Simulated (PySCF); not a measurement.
**Sc2O: double against triple zeta**

Base calculation in PySCF with density fitting and no spin–orbit coupling, PBE0/def2-SVP (no relativity): triplet, Cs, O–Sc 1.777 Å, O–Sc 1.921 Å, Sc–Sc 3.294 Å; O–Sc–Sc 25.9°, O–Sc–Sc 28.2°, Sc–O–Sc 125.9°; wavenumbers 48, 539, 773 cm⁻¹; dipole moment 1.48 D, polar-tensor charge of O -0.66 e, atomisation energy (no zero-point energy) 925 kJ/mol.

What changes on going to PBE0/def2-TZVP (no relativity)?

The point group stays the same. Changes: mean bond to O +0.005 Å, highest wavenumber -51 cm⁻¹, lowest wavenumber +30 cm⁻¹, dipole moment -0.28 D, polar-tensor charge of O +0.23 e, atomisation energy (no zero-point energy) -14 kJ/mol. The new structure has O–Sc 1.789 Å, O–Sc 1.920 Å, Sc–Sc 3.164 Å; O–Sc–Sc 30.2°, O–Sc–Sc 32.7°, Sc–O–Sc 117.1°, with wavenumbers 78, 549, 722 cm⁻¹.

Some spin contamination: Sc₂O (⟨S²⟩ 2.24). Open d or f shells are single determinants, so the state found may not be the ground state. Only the bonding shown was studied: isomers, or loss of a ligand pair, can lie lower.
